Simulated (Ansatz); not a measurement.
Ansatz (a program for electronic structure) input for C2H12OSi3, SMILES [SiH3][Si@H](O)CC[SiH3], PBE0-D3(BJ)/def2-SVP. 

Ansatz 0.2 input:
```yaml
crystal:
  periodic: [false, false, false]
  atoms:
    - {symbol: O, position_ang: [-0.75806170, 0.04731594, -1.51265525]}
    - {symbol: Si, position_ang: [-0.90669866, 0.15904530, 0.10831078]}
    - {symbol: Si, position_ang: [-2.64469693, -1.28713205, 0.53639198]}
    - {symbol: C, position_ang: [0.70806466, -0.34585335, 0.99952401]}
    - {symbol: C, position_ang: [1.85374323, 0.66919078, 0.93894376]}
    - {symbol: Si, position_ang: [2.61961762, 0.93878329, -0.77850826]}
    - {symbol: H, position_ang: [-0.06396185, 0.48885615, -1.99648301]}
    - {symbol: H, position_ang: [-1.12640864, 1.57707482, 0.46055625]}
    - {symbol: H, position_ang: [-2.95125291, -1.33658293, 1.97175367]}
    - {symbol: H, position_ang: [-2.38394716, -2.67533601, 0.13899709]}
    - {symbol: H, position_ang: [-3.89221850, -0.90140493, -0.12847498]}
    - {symbol: H, position_ang: [0.47294354, -0.53622607, 2.05044953]}
    - {symbol: H, position_ang: [1.05860211, -1.29900283, 0.59495711]}
    - {symbol: H, position_ang: [2.64899663, 0.33794695, 1.61457728]}
    - {symbol: H, position_ang: [1.50289514, 1.62520406, 1.33533671]}
    - {symbol: H, position_ang: [1.76420971, 1.80604363, -1.60370330]}
    - {symbol: H, position_ang: [3.92290418, 1.58823736, -0.62519958]}
    - {symbol: H, position_ang: [2.78577588, -0.34311384, -1.46905442]}
basis:
  gaussian:
    orbitals: def2-SVP
hamiltonian:
  xc: pbe0
  dispersion: d3bj
relax: {f_tol: 0.002, max_steps: 200}
```

Log of the run:

```
[...]
relax step   6: F+E_penalty+E_count = -27925.41217765 eV  Δ(F+E_penalty+E_count) = -6.707e-4 eV  max|allowed force component| = 2.977e-2 eV/Å  Δτ_max = 0.0163 Å  (25 SCF iters, accepted)
these checks for a lower state are left out or cut short: starts, cluster_reference, orbital_swaps, neighbouring_geometries, increment
integrals: 0.16 GiB planned
1642 factors; integrals over basis functions are off by at most 5.6e-4 eV
mean field: 1.06 GiB planned
mean field -27924.97817009 eV, -1026.2240195209 hartree, gradient 3.7e-5 eV, S^2 0.000000; 0 other end points of the search recorded, 0 dependent functions left out
the calculation of the forces begins
reference -27924.97820648 eV, -1026.2240208582 hartree; 37, 37 occupied and 119, 119 virtual orbitals, 1642 factors
relax step   7: F+E_penalty+E_count = -27925.41252601 eV  Δ(F+E_penalty+E_count) = -3.484e-4 eV  max|allowed force component| = 1.430e-2 eV/Å  Δτ_max = 0.0152 Å  (25 SCF iters, accepted)
these checks for a lower state are left out or cut short: starts, cluster_reference, orbital_swaps, neighbouring_geometries, increment
integrals: 0.16 GiB planned
1642 factors; integrals over basis functions are off by at most 5.6e-4 eV
mean field: 1.06 GiB planned
mean field -27924.97809849 eV, -1026.2240168895 hartree, gradient 7.8e-6 eV, S^2 0.000000; 0 other end points of the search recorded, 0 dependent functions left out
the calculation of the forces begins
reference -27924.97813487 eV, -1026.2240182265 hartree; 37, 37 occupied and 119, 119 virtual orbitals, 1642 factors
relax step   8: F+E_penalty+E_count = -27925.41259881 eV  Δ(F+E_penalty+E_count) = -7.280e-5 eV  max|allowed force component| = 8.982e-3 eV/Å  Δτ_max = 0.0097 Å  (23 SCF iters, accepted)
these checks for a lower state are left out or cut short: starts, cluster_reference, orbital_swaps, neighbouring_geometries, increment
integrals: 0.16 GiB planned
1642 factors; integrals over basis functions are off by at most 5.6e-4 eV
mean field: 1.06 GiB planned
mean field -27924.97818081 eV, -1026.2240199148 hartree, gradient 1.1e-5 eV, S^2 0.000000; 0 other end points of the search recorded, 0 dependent functions left out
the calculation of the forces begins
reference -27924.97821719 eV, -1026.2240212518 hartree; 37, 37 occupied and 119, 119 virtual orbitals, 1642 factors
relax step   9: F+E_penalty+E_count = -27925.41262175 eV  Δ(F+E_penalty+E_count) = -2.294e-5 eV  max|allowed force component| = 5.216e-3 eV/Å  Δτ_max = 0.0041 Å  (22 SCF iters, accepted)
these checks for a lower state are left out or cut short: starts, cluster_reference, orbital_swaps, neighbouring_geometries, increment
integrals: 0.16 GiB planned
1642 factors; integrals over basis functions are off by at most 5.7e-4 eV
mean field: 1.06 GiB planned
mean field evaluation 64: about -27924.9783 eV, gradient 1.8e-5 eV
mean field -27924.97825713 eV, -1026.2240227194 hartree, gradient 1.8e-5 eV, S^2 0.000000; 0 other end points of the search recorded, 0 dependent functions left out
the calculation of the forces begins
reference -27924.97829351 eV, -1026.2240240564 hartree; 37, 37 occupied and 119, 119 virtual orbitals, 1642 factors
relax step  10: F+E_penalty+E_count = -27925.41263664 eV  Δ(F+E_penalty+E_count) = -1.489e-5 eV  max|allowed force component| = 3.673e-3 eV/Å  Δτ_max = 0.0070 Å  (22 SCF iters, accepted)
these checks for a lower state are left out or cut short: starts, cluster_reference, orbital_swaps, neighbouring_geometries, increment
integrals: 0.16 GiB planned
1642 factors; integrals over basis functions are off by at most 5.7e-4 eV
mean field: 1.06 GiB planned
mean field -27924.97828751 eV, -1026.2240238359 hartree, gradient 9.6e-6 eV, S^2 0.000000; 0 other end points of the search recorded, 0 dependent functions left out
the calculation of the forces begins
reference -27924.97832389 eV, -1026.2240251729 hartree; 37, 37 occupied and 119, 119 virtual orbitals, 1642 factors
relax step  11: F+E_penalty+E_count = -27925.41264526 eV  Δ(F+E_penalty+E_count) = -8.621e-6 eV  max|allowed force component| = 6.501e-3 eV/Å  Δτ_max = 0.0063 Å  (22 SCF iters, accepted)
these checks for a lower state are left out or cut short: starts, cluster_reference, orbital_swaps, neighbouring_geometries, increment
integrals: 0.16 GiB planned
1642 factors; integrals over basis functions are off by at most 5.7e-4 eV
mean field: 1.06 GiB planned
mean field -27924.97823804 eV, -1026.2240220179 hartree, gradient 7.0e-5 eV, S^2 0.000000; 0 other end points of the search recorded, 0 dependent functions left out
the calculation of the forces begins
reference -27924.97827442 eV, -1026.2240233547 hartree; 37, 37 occupied and 119, 119 virtual orbitals, 1642 factors
relax step  12: F+E_penalty+E_count = -27925.41265301 eV  Δ(F+E_penalty+E_count) = -7.749e-6 eV  max|allowed force component| = 6.552e-3 eV/Å  Δτ_max = 0.0051 Å  (19 SCF iters, accepted)
these checks for a lower state are left out or cut short: starts, cluster_reference, orbital_swaps, neighbouring_geometries, increment
integrals: 0.16 GiB planned
1642 factors; integrals over basis functions are off by at most 5.7e-4 eV
mean field: 1.06 GiB planned
mean field -27924.97819841 eV, -1026.2240205616 hartree, gradient 2.3e-5 eV, S^2 0.000000; 0 other end points of the search recorded, 0 dependent functions left out
the calculation of the forces begins
reference -27924.97823478 eV, -1026.2240218983 hartree; 37, 37 occupied and 119, 119 virtual orbitals, 1642 factors
relax step  13: F+E_penalty+E_count = -27925.41265817 eV  Δ(F+E_penalty+E_count) = -5.163e-6 eV  max|allowed force component| = 2.649e-3 eV/Å  Δτ_max = 0.0052 Å  (21 SCF iters, accepted)
these checks for a lower state are left out or cut short: starts, cluster_reference, orbital_swaps, neighbouring_geometries, increment
integrals: 0.16 GiB planned
1642 factors; integrals over basis functions are off by at most 5.7e-4 eV
mean field: 1.06 GiB planned
mean field -27924.97820191 eV, -1026.2240206900 hartree, gradient 2.7e-5 eV, S^2 0.000000; 0 other end points of the search recorded, 0 dependent functions left out
the calculation of the forces begins
reference -27924.97823828 eV, -1026.2240220266 hartree; 37, 37 occupied and 119, 119 virtual orbitals, 1642 factors
relax step  14: F+E_penalty+E_count = -27925.41266155 eV  Δ(F+E_penalty+E_count) = -3.384e-6 eV  max|allowed force component| = 2.776e-3 eV/Å  Δτ_max = 0.0018 Å  (19 SCF iters, accepted)
these checks for a lower state are left out or cut short: starts, cluster_reference, orbital_swaps, neighbouring_geometries, increment
integrals: 0.16 GiB planned
1642 factors; integrals over basis functions are off by at most 5.8e-4 eV
mean field: 1.06 GiB planned
mean field -27924.97821773 eV, -1026.2240212714 hartree, gradient 1.6e-5 eV, S^2 0.000000; 0 other end points of the search recorded, 0 dependent functions left out
the calculation of the forces begins
reference -27924.97825410 eV, -1026.2240226080 hartree; 37, 37 occupied and 119, 119 virtual orbitals, 1642 factors
relax step  15: F+E_penalty+E_count = -27925.41266333 eV  Δ(F+E_penalty+E_count) = -1.776e-6 eV  max|allowed force component| = 2.509e-3 eV/Å  Δτ_max = 0.0014 Å  (19 SCF iters, accepted)
these checks for a lower state are left out or cut short: starts, cluster_reference, orbital_swaps, neighbouring_geometries, increment
integrals: 0.16 GiB planned
1642 factors; integrals over basis functions are off by at most 5.8e-4 eV
mean field: 1.06 GiB planned
mean field -27924.97823706 eV, -1026.2240219820 hartree, gradient 1.5e-5 eV, S^2 0.000000; 0 other end points of the search recorded, 0 dependent functions left out
the calculation of the forces begins
reference -27924.97827344 eV, -1026.2240233186 hartree; 37, 37 occupied and 119, 119 virtual orbitals, 1642 factors
relax step  16: F+E_penalty+E_count = -27925.41266442 eV  Δ(F+E_penalty+E_count) = -1.090e-6 eV  max|allowed force component| = 2.804e-3 eV/Å  Δτ_max = 0.0015 Å  (19 SCF iters, accepted)
these checks for a lower state are left out or cut short: starts, cluster_reference, orbital_swaps, neighbouring_geometries, increment
integrals: 0.16 GiB planned
1642 factors; integrals over basis functions are off by at most 5.8e-4 eV
mean field: 1.06 GiB planned
mean field evaluation 96: about -27924.9782 eV, gradient 1.5e-5 eV
mean field -27924.97824193 eV, -1026.2240221607 hartree, gradient 1.6e-5 eV, S^2 0.000000; 0 other end points of the search recorded, 0 dependent functions left out
the calculation of the forces begins
reference -27924.97827830 eV, -1026.2240234973 hartree; 37, 37 occupied and 119, 119 virtual orbitals, 1642 factors
relax step  17: F+E_penalty+E_count = -27925.41266501 eV  Δ(F+E_penalty+E_count) = -5.880e-7 eV  max|allowed force component| = 2.406e-3 eV/Å  Δτ_max = 0.0008 Å  (18 SCF iters, accepted)
these checks for a lower state are left out or cut short: starts, cluster_reference, orbital_swaps, neighbouring_geometries, increment
integrals: 0.16 GiB planned
1642 factors; integrals over basis functions are off by at most 5.8e-4 eV
mean field: 1.06 GiB planned
mean field -27924.97824453 eV, -1026.2240222563 hartree, gradient 2.1e-5 eV, S^2 0.000000; 0 other end points of the search recorded, 0 dependent functions left out
the calculation of the forces begins
reference -27924.97828090 eV, -1026.2240235929 hartree; 37, 37 occupied and 119, 119 virtual orbitals, 1642 factors
relax step  18: F+E_penalty+E_count = -27925.41266545 eV  Δ(F+E_penalty+E_count) = -4.377e-7 eV  max|allowed force component| = 1.391e-3 eV/Å  Δτ_max = 0.0008 Å  (18 SCF iters, accepted)
integrals: 0.16 GiB planned
1642 factors; integrals over basis functions are off by at most 5.8e-4 eV
mean field: 1.06 GiB planned
mean field -27924.97824453 eV, -1026.2240222563 hartree, gradient 2.1e-5 eV, S^2 0.000000; 1 other end points of the search recorded, 0 dependent functions left out
the calculation of the forces begins
reference -27924.97828090 eV, -1026.2240235929 hartree; 37, 37 occupied and 119, 119 virtual orbitals, 1642 factors
Total energy: -27925.41270182 eV, -1026.2399882673 hartree
Atom 0 at    -0.627080     0.044973    -1.587376 Å, force     0.000378    -0.000371    -0.001391 eV/Å
Atom 1 at    -0.870615     0.155475     0.068043 Å, force    -0.000225     0.000410     0.001243 eV/Å
Atom 2 at    -2.638806    -1.302470     0.552039 Å, force     0.000705     0.000047    -0.000317 eV/Å
Atom 3 at     0.673539    -0.346219     1.030997 Å, force    -0.000376     0.000381    -0.000524 eV/Å
Atom 4 at     1.866892     0.613336     0.944724 Å, force     0.000174     0.000112    -0.000270 eV/Å
Atom 5 at     2.595841     0.905226    -0.773793 Å, force    -0.000285     0.000097     0.000074 eV/Å
Atom 6 at    -0.099190     0.742248    -1.990726 Å, force    -0.000316    -0.000079     0.000471 eV/Å
Atom 7 at    -1.226099     1.564585     0.452011 Å, force     0.000262    -0.000290    -0.000058 eV/Å
Atom 8 at    -2.929857    -1.274576     2.021234 Å, force     0.000023    -0.000031    -0.000063 eV/Å
Atom 9 at    -2.271038    -2.703760     0.177003 Å, force    -0.000255     0.000173     0.000149 eV/Å
Atom 10 at    -3.880853    -0.915945    -0.184644 Å, force     0.000054     0.000013     0.000125 eV/Å
Atom 11 at     0.367415    -0.475499     2.085632 Å, force     0.000088    -0.000388    -0.000011 eV/Å
Atom 12 at     0.958090    -1.353343     0.677444 Å, force    -0.000259     0.000015     0.000276 eV/Å
Atom 13 at     2.698578     0.249656     1.574466 Å, force     0.000079    -0.000113     0.000128 eV/Å
Atom 14 at     1.598384     1.603143     1.354845 Å, force    -0.000202     0.000113     0.000097 eV/Å
Atom 15 at     1.665089     1.719523    -1.625104 Å, force     0.000061    -0.000079     0.000078 eV/Å
Atom 16 at     3.873473     1.672153    -0.661637 Å, force     0.000091     0.000015    -0.000011 eV/Å
Atom 17 at     2.856744    -0.385462    -1.479438 Å, force     0.000002    -0.000023     0.000004 eV/Å
Dipole moment:     0.274048     0.166779     0.214179 e Å
```

The calculation finished and met its thresholds.

Cost: very roughly 2.5 core-minutes.
